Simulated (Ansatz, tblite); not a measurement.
Removing and adding an electron: the cluster Zn₆O₇. Total charge 0; singlet. Geometry: r2SCAN-D4/def2-SVP. Ansatz, gas phase; energy differences of separate SCF runs; the oxidised species was run as a doublet alone; the reduced species was run as a doublet alone.

Cartesian coordinates in Å:
```
Zn 0.7916 -1.9181 0.2775
Zn 1.2910 0.4989 -1.1040
Zn -1.5680 -0.2642 0.7807
Zn -0.7067 -1.1381 -1.7854
Zn -0.4770 2.1434 0.3999
Zn 0.9845 0.4085 1.8017
O 1.3736 1.7250 0.2885
O 1.5569 -1.3185 1.8154
O 1.2178 -1.3176 -1.5629
O -1.6505 1.2052 -0.8308
O -0.7116 0.7986 -1.9269
O -1.2136 -1.8602 -0.1014
O -0.8881 1.0372 1.9476
```

The xTB rows come from tblite. The structure holds 1 bond(s) between oxygen atoms. HOMO above LUMO, or a gap near zero within one spin, warns that the state may not be the lowest or that an electron is smeared out. The structure comes from a short search, and lower isomers may exist.

```tsv
level	−HOMO (eV)	vertical IE (eV)	−LUMO (eV)	vertical EA (eV)	HOMO–LUMO gap (eV)	IE − EA (eV)	remarks
GFN1-xTB	10.19	12.93	7.71	5.33	2.47	7.60	–
GFN2-xTB	13.81	16.62	12.37	9.70	1.44	6.91	–
PBE-D4/def2-SVP	4.92	7.59	3.36	1.46	1.56	6.13	HOMO above zero (-1 doublet), gap within one spin near zero (+1 doublet)
PBE0-D4/def2-SVP	6.30	8.06	2.47	1.12	3.83	6.95	HOMO above zero (-1 doublet)
```

   A HOMO above zero means that the electron is unbound at that level or that self-interaction error raises the level; the energy of removing that electron tells which. Raw xTB energy differences between charge states are shifted by several eV; the methods need an empirical correction for them. Sets without diffuse functions give affinities that are too small.
